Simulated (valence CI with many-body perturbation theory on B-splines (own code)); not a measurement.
The numbers below are computed, except where a source is named.
## Ag31+: magnetic and hyperfine properties of the levels

Level of theory: valence CI with perturbative core correlation (CI+MBPT): six valence electrons over a frozen Dirac-Fock core [Ne], a basis of 9 s, 9 p, 8 d, 6 f, 3 g, 1 h functions for each j, with the one-electron correlation potential Σ1 (screened to all orders), the two-electron term Σ2, the three-electron term Σ3, Breit, model QED; selected single and double excitations, second order for the rest, scaled by the run's own slope (own B-spline code, finite nucleus).

No measured spectrum was set against this ion. As an estimate, large intervals hold to a few tenths of a per cent, small ones and those within an open d or f shell to about a per cent. Among the levels kept, up to 1500 cm⁻¹ of a level comes from second order outside the variational space, and about a tenth of that is noise between levels of different J, which matters for small intervals.

A/g_I is the dipole constant over the nuclear g factor μ/I (μ in nuclear magnetons, uniformly magnetised nucleus), B/Q the quadrupole constant per barn. Both hold the static response of the core; the bare values leave it out. Large factors of s and p1/2 electrons are usually good to 5 to 10 %; those of open d and f shells near neutrality can be off by tens of per cent, and small factors of p3/2, d and f electrons come from cancelling terms and can be off by a factor of two or in sign, in half-filled shells by more. B is blank for J = 1/2, where it vanishes, and for nearly pure S terms. Energies count from the lowest level. Levels with J = 0 are left out.

Levels are named by their leading jj configuration (3d3/2^4 stands for four electrons in 3d with j = 3/2), which in mixed levels can hold well under half, so a name can repeat and another be missing. Letters in brackets count levels of one name in rising energy.

| Level | E (cm⁻¹) | g | A/g_I (MHz) | A/g_I bare | B/Q (MHz/b) | B/Q bare |
| --- | --- | --- | --- | --- | --- | --- |
| (3s^2 3p1/2^2 3p3/2^2) J=2 | 0 | 1.371 | 40400 | 40300 | 20600 | 20100 |
| (3s^2 3p1/2 3p3/2^3) J=1 | 308840 | 1.497 | -9750 | -8230 | -38400 | -37600 |
| (3s^2 3p1/2 3p3/2^3) J=2 | 356930 | 1.121 | 94000 | 92000 | -97700 | -95600 |
| (3s 3p1/2^2 3p3/2^3) J=2 | 991380 | 1.458 | 148000 | 145000 | -49000 | -48100 |
| (3s^2 3p1/2^2 3p3/2 3d3/2) J=1 | 1025100 | 1.253 | -5610 | -3800 | -12800 | -12800 |
| (3s^2 3p1/2^2 3p3/2 3d3/2) J=2 | 1044300 | 1.055 | 44200 | 43800 | -21100 | -20300 |
| (3s^2 3p1/2^2 3p3/2 3d3/2) J=3 | 1060200 | 1.228 | 25200 | 25900 | 42600 | 42100 |
| (3s^2 3p1/2^2 3p3/2 3d5/2) J=4 | 1121900 | 1.325 | 17000 | 17700 | 51100 | 51100 |
| (3s 3p1/2^2 3p3/2^3) J=1 | 1155700 | 1.376 | -37700 | -34600 | -14200 | -14000 |
| (3s^2 3p1/2^2 3p3/2 3d5/2) J=2 | 1180500 | 1.334 | 40000 | 40100 | -37300 | -36500 |
| (3s^2 3p1/2^2 3p3/2 3d5/2) J=3 | 1225000 | 1.090 | 20400 | 20700 | 40900 | 40900 |
| (3s^2 3p1/2^2 3p3/2 3d5/2) J=1 | 1277700 | 0.810 | 8860 | 9250 | 5160 | 5390 |
| (3s^2 3p1/2 3p3/2^2 3d3/2) J=1 [a] | 1312200 | 1.019 | 150000 | 146000 | -19500 | -19300 |
| (3s^2 3p1/2 3p3/2^2 3d3/2) J=2 [a] | 1315800 | 0.988 | 62100 | 61200 | -60200 | -59000 |
| (3s^2 3p1/2 3p3/2^2 3d3/2) J=3 [a] | 1343200 | 1.129 | 55300 | 54900 | -29900 | -29200 |
| (3s^2 3p1/2 3p3/2^2 3d5/2) J=3 [a] | 1382200 | 1.297 | -1600 | -390 | 23200 | 23200 |
| (3s^2 3p1/2 3p3/2^2 3d5/2) J=1 [a] | 1386800 | 0.860 | 168000 | 163000 | -8850 | -8610 |
| (3s^2 3p1/2 3p3/2^2 3d3/2) J=4 | 1387600 | 1.146 | 45100 | 44900 | 12600 | 13000 |
| (3s^2 3p1/2 3p3/2^2 3d5/2) J=4 [a] | 1405300 | 1.201 | 19500 | 20000 | 53100 | 52900 |
| (3s^2 3p1/2 3p3/2^2 3d3/2) J=2 [b] | 1442500 | 0.912 | 68900 | 68000 | 39200 | 38900 |
| (3s^2 3p1/2 3p3/2^2 3d5/2) J=4 [b] | 1446200 | 1.152 | 47400 | 47000 | -8280 | -7310 |
| (3s^2 3p1/2 3p3/2^2 3d5/2) J=5 | 1464100 | 1.196 | 45400 | 45100 | 16900 | 17600 |
| (3s^2 3p1/2 3p3/2^2 3d5/2) J=1 [b] | 1512700 | 1.422 | 34300 | 35000 | 13900 | 13600 |
| (3s^2 3p1/2 3p3/2^2 3d3/2) J=2 [c] | 1535200 | 1.268 | 42100 | 42100 | 29100 | 28300 |
| (3s^2 3p1/2 3p3/2^2 3d3/2) J=3 [b] | 1542100 | 1.195 | 19100 | 19700 | -2780 | -2120 |
| (3s^2 3p1/2 3p3/2^2 3d5/2) J=2 [a] | 1542800 | 1.223 | -7510 | -6220 | 44200 | 43900 |
| (3s^2 3p1/2 3p3/2^2 3d5/2) J=3 [b] | 1573200 | 1.140 | 48200 | 47900 | 57500 | 57100 |
| (3s^2 3p1/2 3p3/2^2 3d3/2) J=1 [b] | 1585500 | 1.285 | 36300 | 36100 | -25900 | -25300 |
| (3s^2 3p1/2 3p3/2^2 3d5/2) J=2 [b] | 1588300 | 1.076 | 52000 | 51500 | 11800 | 11700 |
| (3s^2 3p1/2 3p3/2^2 3d5/2) J=3 [c] | 1615000 | 1.053 | 49100 | 48500 | -9440 | -8860 |
| (3s^2 3p1/2 3p3/2^2 3d3/2) J=1 [c] | 1636400 | 1.215 | 33900 | 34600 | 8530 | 8580 |
| (3s^2 3p1/2 3p3/2^2 3d5/2) J=2 [c] | 1677700 | 1.165 | 9860 | 10500 | -46300 | -45200 |
| (3s^2 3p1/2 3p3/2^2 3d5/2) J=1 [c] | 1678400 | 1.094 | 64100 | 63200 | -8350 | -8170 |

**Question.** Take the isotope of mass number 107, with I = 1/2, μ = -0.11352 μN. What is the hyperfine structure of (3s 3p1/2^2 3p3/2^3) J=2?

**Answer.** From the table A = -33600 MHz. Shifts from the centre of gravity in MHz: F = 3/2: 50400, F = 5/2: -33600.
